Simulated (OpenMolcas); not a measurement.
# A ladder of methods for GaH3 (SMILES [GaH3])

GaH3: 4 atoms, total charge 0, spin state singlet. As SMILES, `[GaH3]`. The coordinates come from a PBE0-D4/def2-TZVP relaxation.

Each level gives the vertical energy of the triplet above the singlet (eV). The values are calculated.

```csv
level,kind,program,value (eV),CPU time (all runs)
HF/def2-TZVPPD,Hartree–Fock,OpenMolcas,4.94,30 s
SVWN5/def2-TZVPPD,LDA,OpenMolcas,4.49,57 s
PBE/def2-TZVPPD,GGA,OpenMolcas,4.54,70 s
TPSS/def2-TZVPPD,meta-GGA,OpenMolcas,4.69,95 s
r2SCAN/def2-TZVPPD,meta-GGA,OpenMolcas,4.58,98 s
B3LYP/def2-TZVPPD,global hybrid,OpenMolcas,4.85,67 s
M06-2X/def2-TZVPPD,hybrid meta-GGA,OpenMolcas,4.96,92 s
PBE0/def2-TZVPPD,global hybrid,OpenMolcas,4.78,64 s
```

All-electron rows without a relativistic Hamiltonian named are non-relativistic. The values span 4.49 to 4.96 eV. Times are those of the runs behind each value, whatever else they computed, on shared processors of several kinds: orders of magnitude only.
